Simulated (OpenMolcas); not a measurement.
**As I: effect of the active space**

| Quantity | Value |
| --- | --- |
| Program | OpenMolcas |
| Method | CASSCF |
| Basis | ANO-RCC-MB |
| Scalar Hamiltonian | DKH2, point nucleus |
| Spin-orbit coupling | RASSI with atomic mean-field integrals over the reference wave functions, term energies averaged over their components |

A. 3 electrons in 3 orbitals (4p); 2S+1 = 4 odd, 1 root; 2S+1 = 2 odd, 8 roots; cost roughly 2.4 core-seconds
B. 5 electrons in 4 orbitals (4s 4p); 2S+1 = 4 odd, 1 root; 2S+1 = 2 odd, 8 roots; 2S+1 = 4 even, 3 roots; cost about 8 core-seconds

Energies in cm⁻¹ above 4s² 4p³ ⁴S°_3/2, the measured ground level; measured values from NIST Handbook of Basic Atomic Spectroscopic Data.

| Level | A | B | Measured |
| --- | --- | --- | --- |
| 4s² 4p³ ⁴S°_3/2 | 0.0 | 0.0 | 0.0 |
| 4s² 4p³ ²D°_3/2 | 14261 | 14159 | 10593 |
| 4s² 4p³ ²D°_5/2 | 14450 | 14461 | 10915 |
| 4s² 4p³ ²P°_1/2 | 24041 | 20155 | 18186 |
| 4s² 4p³ ²P°_3/2 | 24292 | 20489 | 18648 |

Deviations, from unrounded energies. A percentage is the sum of absolute deviations over the sum of measured energies, with the sign that they share, or ± where signs differ.

```
                        Against measurement  Levels      A      B
             mean absolute deviation (cm-1)       4   4700   2700
other terms of the ground configuration (%)       4  +32.1  +18.7
```

B lies closest to measurement on these levels. The largest miss of B in the table is 4s² 4p³ ²D°_3/2, by +3600 cm-1. The ranking rests on the paired levels alone, and a cruder setting can come out closer through cancelling errors.

Between A and B the level of the table that moves most is 4s² 4p³ ²P°_1/2, by 3900 cm-1 (lowest in B, highest in A).

Without dynamic correlation excited terms often stand tens of per cent too high (terms of higher spin than the ground term too low), and those without a measured partner can miss by more than the paired ones. With the s shell closed, the reference lacks s² → p² mixing (holds for A). Measured partners are found by configuration, term and J. A level has none where our copy of the source lacks it or the pairing is in doubt (some pairs that miss far off the trend of their configuration count as doubtful), and it then counts in no deviation. Only configurations of the active space appear. The table leaves out levels that lie high or whose names do not pair safely across all columns.

° marks odd parity.
